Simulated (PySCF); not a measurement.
Computed shifts of a molecule C₃H₇NOSi, PBE/pcSseg-1 in PySCF, GIAO, gas phase, equivalent atoms averaged, in ppm (number of nuclei): ¹³C: 166.6 (1), 67.5 (1), 23.0 (1). ¹⁵N: 240.2 (1). ²⁹Si: -0.2 (1). ¹H: 7.33 (1), 5.42 (1), 5.19 (1), 4.15 (1), 1.71 (3). References: ¹³C against TMS (σ = 182.0 ppm); ¹⁷O against H2O (σ = 334.3 ppm); ¹⁵N against NH3 (σ = 267.0 ppm); ²⁹Si against TMS (σ = 335.4 ppm); ¹H against TMS (σ = 31.49 ppm), references at their B3LYP-D3(BJ)/def2-TZVP geometries, non-relativistic. Geometry optimised at B3LYP-D3(BJ)/def2-SVP. One conformer was computed; it need not be the lowest.

### Question
Which molecule gave these data?
A) C/N=C/[SiH2]C=O
B) C[C@H]1OC=N[SiH2]1
C) CC1=NC[SiH2]O1
D) N[C@@H]1C=CO[SiH2]1

### Answer
B, C[C@H]1OC=N[SiH2]1
